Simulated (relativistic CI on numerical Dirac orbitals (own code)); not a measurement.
**Ge²⁰⁺: sensitivity of the levels to the model**

Base calculation: Dirac-Coulomb-Breit CI, separate exchange-only KLI orbitals for each configuration, a model potential for QED, unscaled Slater integrals.

CI space (outside the closed core [Ne]): 3s2, 3s 3p, 3p2, 3s 3d, 3d2, 3p 3d, 3p 4s, 3d 4s, 3s 4s, 3s 4p, 3s 4d, 3s 4f, 3s 5s, 3s 5p, 3s 5d, 4s2, 3s 5f, 3s 5g, 3s 6s, 3s 6p, 3s 6d. Levels of other configurations are missing.

The lowest level and the first level of each name with at least 55 % of one term (blank where a level has no safe partner in the second run):

| Level | Base (cm⁻¹) | Shift (cm⁻¹) |
| --- | --- | --- |
| 3s2 1S_0 | 0 | 0 |
| 3s 3p 3P°_0 | 325091 | -1419 |
| 3s 3p 3P°_1 | 339728 | -1045 |
| 3s 3p 3P°_2 | 381990 | +25 |
| 3s 3p 1P°_1 | 513862 | -221 |
| 3p2 3P_0 | 779916 | -2496 |
| 3p2 1D_2 | 808626 | -875 |
| 3p2 3P_1 | 815025 | -1464 |
| 3p2 3P_2 | 865519 | +47 |
| 3s 3d 3D_1 | 969266 | +870 |
| 3p2 1S_0 | 969556 | -462 |
| 3s 3d 3D_2 | 972923 | +1274 |
| 3s 3d 3D_3 | 978746 | +1817 |
| 3s 3d 1D_2 | 1093634 | +997 |

At this charge energies of transitions that change n are usually good to better than 1 %, and those within a shell (Δn = 0) to a few per cent.

Problem. One thing was changed in a second run, which moved the levels as shown. Which?
A. only the first 3 configurations
B. Breit term removed
C. QED terms removed
D. configuration mixing switched off

Solution. B. Breit term removed. The Breit term mainly narrows fine-structure intervals, so removing it widens them.

LS names give the leading component of a level, which can be under half, so a name can repeat, a term be missing and a line seem to break the LS rules.
